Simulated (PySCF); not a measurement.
Excitations are Tamm–Dancoff values on a coarser integration grid. The basis has no diffuse functions, so Rydberg states are missing or too high.

Cartesian coordinates (Å):
```xyz
4

Al    -0.2404     0.0123     0.0431
I      2.1362    -0.0996     0.7137
H     -1.0310    -1.3457    -0.0882
H     -0.8613     1.4368    -0.2240
```
Charge 0, spin multiplicity 1.

**Question.** Predict the dipole moment, T1 excitation (TDA), brightest of the four lowest singlets (TDA), S1 excitation (TDA), total energy, HOMO–LUMO gap, LUMO and S1–T1 gap (TDA) from PBE0-D3(BJ)/def2-TZVP in PySCF.

**Answer.** 
```
Item                                                Value
-------------------------------------------  ------------
dipole moment                                      0.98 D
T1 excitation (TDA)                               4.32 eV
brightest of the four lowest singlets (TDA)       5.26 eV
S1 excitation (TDA)                               4.50 eV
total energy                                 -541.2841 Ha
HOMO–LUMO gap                                     5.80 eV
LUMO                                             -1.88 eV
S1–T1 gap (TDA)                                   0.18 eV
```
